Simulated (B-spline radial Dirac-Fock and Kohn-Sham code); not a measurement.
Z = 66 (dysprosium), transition energy 13.4 keV. These are calculated numbers from a radial finite-basis atomic code; the model is a Dirac-Hartree-Slater potential of the neutral atom with a Latter tail (no hole, which puts coefficients of high multipoles low close above an edge), finite nucleus with surface currents. The K shell is not open to conversion at this energy. Subshells that would emit electrons below 1 keV are left out.

Question: A pure transition shows α(L) = 23500, L1/L2 = 0.0199 and L1/L3 = 0.0141. What is its multipolarity?
A. E4
B. M1
C. M2
D. M3
E. E2
F. E3
G. E1
H. M4

Answer: E. For comparison, α(L), L1/L2, L1/L3 are E1 10.7, 0.722, 0.452; E3 4.66e+06, 0.00942, 0.00651; E4 2.40e+08, 0.00511, 0.00320; M1 113, 10.2, 58.8; M2 39500, 22.8, 1.54; M3 1.47e+07, 34.0, 0.0923; M4 1.80e+09, 34.4, 0.0166.
